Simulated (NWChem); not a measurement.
## Basis-set convergence for H₂Sn

```xyz
3

Sn     0.0000     0.0000     0.0492
H      1.2700     0.0000    -1.2291
H     -1.2700     0.0000    -1.2291
```
Charge 0, spin multiplicity 1.

The numbers come from NWChem runs, not from measurements. Structure: optimised with PBE/def2-SVP with def2 effective core potentials on Sn, a minimum by its harmonic frequencies.

Quantity: LUMO energy at the level PBE.

Effective core potentials replace the inner electrons of Sn; spin-orbit coupling is left out. The structure started from a generated list of species.

```
basis       functions  LUMO energy (eV)
----------  ---------  ----------------
def2-SVP           36             -3.74
def2-SVPD          48             -3.79
def2-TZVP          62             -3.78
def2-TZVPD         74             -3.79
def2-TZVPP         78             -3.79
def2-QZVP         142             -3.79
```

Smallest basis within 0.2 eV of def2-QZVP, the largest set run: def2-SVP, with 36 functions against 142 (also within reach: def2-SVPD, def2-TZVP, def2-TZVPD, def2-TZVPP). def2-QZVP isn't the basis-set limit itself, and a small set can land close by cancellation.
